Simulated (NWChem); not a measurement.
All runs are NWChem calculations. System: H6FNOSi2, charge 0, spin multiplicity 1, displaced from the optimised geometry. The structure started from a generated list of species.

Job file:

```
start mol
memory heap 200 mb stack 800 mb global 1000 mb
geometry units angstroms nocenter noautoz noautosym
  N     -1.026526    -1.590955     0.457309
  Si    -0.350866     0.011254     0.268452
  O     -1.656320     0.983468    -0.249886
  F      0.223282     0.720489     1.688284
  Si     1.530204    -0.065120    -1.211324
  H     -1.984395    -1.723197     0.849459
  H     -0.420867    -2.425449     0.602840
  H     -1.557618     1.945084    -0.024879
  H      2.550921    -1.105957    -0.721825
  H      1.094643    -0.450964    -2.631824
  H      2.233287     1.299144    -1.270209
end
basis spherical
  * library def2-svp
end
dft
  xc pbe0
  semidirect memsize 60000000 filesize 0
  iterations 100
  convergence nodiis damp 40
end
task dft gradient
```

The output up to the point where the run's verdict is printed (cleaned and shortened):

```
             Northwest Computational Chemistry Package (NWChem) 7.3.0
             --------------------------------------------------------

                                NWChem Input Module
                                -------------------

 Scaling coordinates for geometry "geometry" by  1.889725989
 (inverse scale =  0.529177249)

                             Geometry "geometry" -> ""
                             -------------------------

 Output coordinates in angstroms (scale by  1.889725989 to convert to a.u.)

  No.       Tag          Charge          X              Y              Z
 ---- ---------------- ---------- -------------- -------------- --------------
    1 N                    7.0000    -1.02652600    -1.59095500     0.45730900
    2 Si                  14.0000    -0.35086600     0.01125400     0.26845200
    3 O                    8.0000    -1.65632000     0.98346800    -0.24988600
    4 F                    9.0000     0.22328200     0.72048900     1.68828400
    5 Si                  14.0000     1.53020400    -0.06512000    -1.21132400
    6 H                    1.0000    -1.98439500    -1.72319700     0.84945900
    7 H                    1.0000    -0.42086700    -2.42544900     0.60284000
    8 H                    1.0000    -1.55761800     1.94508400    -0.02487900
    9 H                    1.0000     2.55092100    -1.10595700    -0.72182500
   10 H                    1.0000     1.09464300    -0.45096400    -2.63182400
   11 H                    1.0000     2.23328700     1.29914400    -1.27020900

 Effective nuclear repulsion energy (a.u.)     303.3412492885

            Nuclear Dipole moment (a.u.)
            ----------------------------
        X                 Y               Z
 ---------------- ---------------- ----------------
    -0.0000018897    -0.0000056692    -0.0000283459


 Summary of "ao basis" -> "" (spherical)
 ------------------------------------------------------------------------------
       Tag                 Description            Shells   Functions and Types
 ---------------- ------------------------------  ------  ---------------------
[...]
 d= 0,ls=0.5         52   -622.8032953516 -1.23D+01  4.95D-01              54.3
 d= 0,ls=0.5         53   -610.4543800544  1.23D+01  4.95D-01              55.5
 d= 0,ls=0.5         54   -622.8032953516 -1.23D+01  4.95D-01              56.4
 d= 0,ls=0.5         55   -610.4543800544  1.23D+01  4.95D-01              57.4
 d= 0,ls=0.5         56   -622.8032953516 -1.23D+01  4.95D-01              58.5
 d= 0,ls=0.5         57   -610.4543800544  1.23D+01  4.95D-01              59.5
 d= 0,ls=0.5         58   -622.8032953516 -1.23D+01  4.95D-01              60.5
 d= 0,ls=0.5         59   -610.4543800544  1.23D+01  4.95D-01              61.5
 d= 0,ls=0.5         60   -622.8032953516 -1.23D+01  4.95D-01              62.5
 d= 0,ls=0.5         61   -610.4543800544  1.23D+01  4.95D-01              63.6
 d= 0,ls=0.5         62   -622.8032953516 -1.23D+01  4.95D-01              64.6
 d= 0,ls=0.5         63   -610.4543800544  1.23D+01  4.95D-01              65.6
 d= 0,ls=0.5         64   -622.8032953516 -1.23D+01  4.95D-01              66.5
 d= 0,ls=0.5         65   -610.4543800544  1.23D+01  4.95D-01              67.5
 d= 0,ls=0.5         66   -622.8032953516 -1.23D+01  4.95D-01              68.5
 d= 0,ls=0.5         67   -610.4543800544  1.23D+01  4.95D-01              69.5
 d= 0,ls=0.5         68   -622.8032953516 -1.23D+01  4.95D-01              70.4
 d= 0,ls=0.5         69   -610.4543800544  1.23D+01  4.95D-01              71.3
 d= 0,ls=0.5         70   -622.8032953516 -1.23D+01  4.95D-01              72.3
 d= 0,ls=0.5         71   -610.4543800544  1.23D+01  4.95D-01              73.2
 d= 0,ls=0.5         72   -622.8032953516 -1.23D+01  4.95D-01              74.3
 d= 0,ls=0.5         73   -610.4543800544  1.23D+01  4.95D-01              75.3
 d= 0,ls=0.5         74   -622.8032953516 -1.23D+01  4.95D-01              76.2
 d= 0,ls=0.5         75   -610.4543800544  1.23D+01  4.95D-01              77.2
 d= 0,ls=0.5         76   -622.8032953516 -1.23D+01  4.95D-01              78.2
 d= 0,ls=0.5         77   -610.4543800544  1.23D+01  4.95D-01              79.2
 d= 0,ls=0.5         78   -622.8032953516 -1.23D+01  4.95D-01              80.2
 d= 0,ls=0.5         79   -610.4543800544  1.23D+01  4.95D-01              81.1
 d= 0,ls=0.5         80   -622.8032953516 -1.23D+01  4.95D-01              82.1
 d= 0,ls=0.5         81   -610.4543800544  1.23D+01  4.95D-01              83.1
 d= 0,ls=0.5         82   -622.8032953516 -1.23D+01  4.95D-01              84.0
 d= 0,ls=0.5         83   -610.4543800544  1.23D+01  4.95D-01              85.1
 d= 0,ls=0.5         84   -622.8032953516 -1.23D+01  4.95D-01              86.1
 d= 0,ls=0.5         85   -610.4543800544  1.23D+01  4.95D-01              87.0
 d= 0,ls=0.5         86   -622.8032953516 -1.23D+01  4.95D-01              88.0
 d= 0,ls=0.5         87   -610.4543800544  1.23D+01  4.95D-01              89.0
 d= 0,ls=0.5         88   -622.8032953516 -1.23D+01  4.95D-01              90.0
 d= 0,ls=0.5         89   -610.4543800544  1.23D+01  4.95D-01              91.0
 d= 0,ls=0.5         90   -622.8032953516 -1.23D+01  4.95D-01              92.0
 d= 0,ls=0.5         91   -610.4543800544  1.23D+01  4.95D-01              93.1
 d= 0,ls=0.5         92   -622.8032953516 -1.23D+01  4.95D-01              94.1
 d= 0,ls=0.5         93   -610.4543800544  1.23D+01  4.95D-01              95.1
 d= 0,ls=0.5         94   -622.8032953516 -1.23D+01  4.95D-01              96.0
 d= 0,ls=0.5         95   -610.4543800544  1.23D+01  4.95D-01              97.1
 d= 0,ls=0.5         96   -622.8032953516 -1.23D+01  4.95D-01              98.0
 d= 0,ls=0.5         97   -610.4543800544  1.23D+01  4.95D-01              99.0
 d= 0,ls=0.5         98   -622.8032953516 -1.23D+01  4.95D-01             100.0
 d= 0,ls=0.5         99   -610.4543800544  1.23D+01  4.95D-01             101.0
 d= 0,ls=0.5        100   -622.8032953516 -1.23D+01  4.95D-01             102.0
```

Convergence was not reached. The next line reads: Calculation failed to converge. NWChem stopped with the message: dft gradient failed.
